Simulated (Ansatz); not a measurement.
Consider the silylene loss: `C[O][Sc]([Cl])[O][SiH3]` → `C[O][Sc]([OH])[Cl]` + `[SiH2]`.

Program: Ansatz. Geometries: PBE0-D4/def2-TZVP. ΔE: electronic, gas phase. CCSD(T)/CBS is the MP2 limit (def2-TZVPP, def2-QZVPP) plus CCSD(T) − MP2 in def2-TZVPP, frozen cores. This one scheme is used for every species. DFT in def2-TZVPP. For Sc outer-core shells are correlated without core-valence functions, which leaves a few kJ/mol of doubt a bond. Scalar relativity is left out up to krypton. One conformer a species, not always the lowest.

(1) Is it downhill or uphill in electronic energy at CCSD(T)/CBS, and by how much? (An estimate is asked.)

(2) What do these levels give: LDA (SPW92), B97M-V, BLYP, r2SCANh, MP2/CBS(def2), CCSD/CBS(def2)? (An estimate is asked.)

Largest T1 diagnostic among the species: 0.015.

Answers

(1) Ansatz gave: Uphill: ΔE = +348.3 kJ/mol.

(2) Computed: LDA (SPW92) 359.0, B97M-V 343.4, BLYP 315.6, r2SCANh 363.2, MP2/CBS(def2) 368.6, CCSD/CBS(def2) 346.0 kJ/mol.

Leaving LDA and LC-ωPBE aside and taking each functional with its dispersion term where it has one, the values, not all of them listed here, spread over 38.6 kJ/mol, from BLYP-D4 to r2SCAN0-D4. LDA lies +29.7 kJ/mol from PBE without D4. From PBE to PBE0 (25 % exact exchange), in def2-TZVPP and without D4, ΔE moves by +13.9 kJ/mol.
